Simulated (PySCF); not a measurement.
## What builds the first ionisation energy along the 5d series

Calculated with PySCF 2.14 from differences of total energies of unrestricted determinants, without spin-orbit coupling. Each column adds one step, in eV (sums use unrounded values): valence MP2, valence CCSD, valence triples, then the next inner shell at CCSD(T) (Ir 5s 5p, Pt 5s 5p, Au 5s 5p, Hg 5s 5p). References (NIST) marked * lie between the lowest fine-structure levels; the others compare directly ((s) semi-empirical, (t) theoretical).

```json
{"element": "Ir [Xe] 4f14 5d7 6s2 → [Xe] 4f14 5d7 6s1 (x2c-TZVPPall, spin-free X2C)", "UHF": "7.062", "+ MP2": "1.548", "+ CCSD": "-0.040", "+ (T)": "0.122", "+ inner shell": "0.099", "sum": "8.792", "reference": "8.926"}
{"element": "Pt [Xe] 4f14 5d9 6s1 → [Xe] 4f14 5d9 (x2c-TZVPPall, spin-free X2C)", "UHF": "7.594", "+ MP2": "1.306", "+ CCSD": "-0.218", "+ (T)": "0.067", "+ inner shell": "0.102", "sum": "8.851", "reference": "8.959 *"}
{"element": "Au [Xe] 4f14 5d10 6s1 → [Xe] 4f14 5d10 (x2c-TZVPPall, spin-free X2C)", "UHF": "7.712", "+ MP2": "1.380", "+ CCSD": "-0.217", "+ (T)": "0.087", "+ inner shell": "0.084", "sum": "9.046", "reference": "9.226"}
{"element": "Hg [Xe] 4f14 5d10 6s2 → [Xe] 4f14 5d10 6s1 (x2c-TZVPPall, spin-free X2C)", "UHF": "8.521", "+ MP2": "1.779", "+ CCSD": "-0.245", "+ (T)": "0.117", "+ inner shell": "0.068", "sum": "10.240", "reference": "10.438"}
```

What remains against the references is mostly basis incompleteness and, for starred values, spin-orbit coupling.

These are valence bases, so the inner-shell step is incomplete.
